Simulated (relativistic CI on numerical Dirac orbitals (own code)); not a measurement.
**Slater and spin-orbit integrals, Au34+**

Calculated at this level of theory: Dirac-Coulomb-Breit CI, separate exchange-only KLI orbitals for each configuration, model QED (radiative potential, 1s self-energy scaled to tabulated hydrogen-like ionisation energies), unscaled Slater integrals (own radial code, finite nucleus).

Slater integrals F^k, G^k are unscaled and averaged over j, outside the closed core [Ar] 3d10; ζ comes from projecting the Hamiltonian with its Breit term on Σ l·s of the shell.

- 4s²4p⁶4d⁹: ζ(4d) = 76613 cm⁻¹; <r>(4d) = 0.4005, <r^2>(4d) = 0.1834 (bohr units).
- 4s²4p⁶4d⁸4f: F^2(4d,4d) = 250630, F^4(4d,4d) = 170410, ζ(4d) = 76545, F^2(4d,4f) = 251570, F^4(4d,4f) = 163780, G^1(4d,4f) = 260500, G^3(4d,4f) = 179140, G^5(4d,4f) = 131490, ζ(4f) = 13846 cm⁻¹; <r>(4d) = 0.4007, <r^2>(4d) = 0.1837, <r>(4f) = 0.3783, <r^2>(4f) = 0.1629 (bohr units).
- 4s²4p⁵4d¹⁰: ζ(4p) = 635050 cm⁻¹; <r>(4p) = 0.3959, <r^2>(4p) = 0.1776 (bohr units).

**Question.** Give the Racah parameters of the d shell in 4s²4p⁶4d⁸4f.

**Answer.** B = F²/49 − 5F⁴/441 = 3183 cm⁻¹ and C = 35F⁴/441 = 13525 cm⁻¹.

Averages of the first 10 configurations, taken without configuration mixing, which lowers the lowest level and can move excited configurations by several eV; other configurations of the list can lie among them:

| Configuration | Parity | States | Average energy above the lowest level (eV) |
| --- | --- | --- | --- |
| 4s²4p⁶4d⁹ | even | 10 | 11.3 |
| 4s²4p⁶4d⁸4f | odd | 630 | 249.0 |
| 4s²4p⁵4d¹⁰ | odd | 6 | 266.2 |
| 4s4p⁶4d¹⁰ | even | 2 | 467.5 |
| 4s²4p⁵4d⁹4f | even | 840 | 501.3 |
| 4s4p⁶4d⁹4f | odd | 280 | 702.9 |
| 4s²4p⁶4d⁸5s | even | 90 | 492.0 |
| 4s²4p⁶4d⁷4f5s | odd | 3360 | 729.5 |
| 4s²4p⁶4d⁸5p | odd | 270 | 574.4 |
| 4s²4p⁶4d⁸5d | even | 450 | 678.7 |
